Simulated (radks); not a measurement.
Results of a calculation; reference values are marked as such.
Valence configurations of the rhenium ion Re+ (all share [Xe]). Level of theory: scalar-relativistic Kohn-Sham, PBE, spin-unpolarised, spherical densities, point nucleus (a radial shooting solver on a logarithmic mesh with Libxc functionals). Energies are relative to 4f14 5d5 6s1; eigenvalues in eV.

valence           E (eV)    e(4f)    e(5d)   e(6p)    e(6s)
4f14 5d5.5 6s0.5  -0.026  -48.696  -12.049       -  -12.207
4f14 5d5 6s1       0.000  -50.069  -12.942       -  -12.683
4f14 5d6           0.149  -47.401  -11.203       -        -
4f14 5d4.5 6s1.5   0.241  -51.517  -13.879       -  -13.175
4f14 5d4 6s2       0.712  -53.032  -14.853       -  -13.679
4f14 5d5 6p1       5.807  -51.607  -14.285  -7.732        -
4f14 5d4 6s1 6p1   6.919  -54.590  -16.194  -8.306  -14.610
4f14 5d3 6s1 6p2  15.821  -59.310  -19.483  -9.554  -16.447
4f13 5d6.5 6s0.5  40.861  -58.301  -13.219       -  -12.430
4f13 5d4 6s1 6p2  59.897  -69.415  -21.136  -9.703  -16.831

NIST lists [Xe] 4f14 5d5 6s1 as the ground configuration; this level of theory puts 4f14 5d5.5 6s0.5 lower, by 0.026 eV. The energies are those of spherical spin-averaged densities, not of single terms.
